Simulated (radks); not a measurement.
Hg LXXIII, configuration [He] 2s2 2p4.

Method: scalar-relativistic Kohn-Sham, PBE, spin-polarised, spherical densities, finite nucleus; open shells are filled with parallel spins first (spin-orbit coupling, left out, can overturn this in heavy ions); Fermi nuclear charge, rms radius 5.4648 fm; computed with a radial shooting solver on a logarithmic mesh with Libxc functionals.

Energy parts (eV):
| part | energy |
|---|---|
| total | -319324.23 |
| kinetic | 375983.77 |
| electron-nucleus | -708467.48 |
| Hartree | 16550.19 |
| exchange-correlation | -3390.71 |

Orbitals (lengths in bohr, moments of r in powers of bohr):
orbital  occ.  eigenvalue (eV)  <1/r>
1s up       1        -90776.74  97.64
1s down     1        -90741.44  97.67
2s up       1        -21676.97  23.50
2s down     1        -21618.04  23.47
2p up       3        -19750.06  20.81
2p down     1        -19681.81  20.79
3s up       0        -9095.041  9.711
3s down     0        -9078.149  9.698
3p up       0        -8528.390  8.928
3p down     0        -8510.010  8.917

The highest occupied level is 2p down at -19681.8 eV. The spin density at the nucleus is -255.1 e/bohr^3 (1s -735.4, 2s 480.3). Spin moment in Bohr magnetons: 2. For comparison, the ionisation energy in NIST's Atomic Spectra Database is 19310 eV (theoretical). In exact Kohn-Sham theory the highest level is minus the ionisation energy, but local and semilocal functionals leave it too shallow, through self-interaction and a potential that decays too fast; potentials with the right tail come closer. The electron density at the nucleus is 2.432e+06 e/bohr^3 (large components only). Summed over all electrons, <r^2> = 0.03012 bohr^2, which gives a Langevin (diamagnetic) susceptibility term of -0.0239 x 10^-6 cm^3/mol. The density falls to 0.001 e/bohr^3 at r = 0.28 bohr.
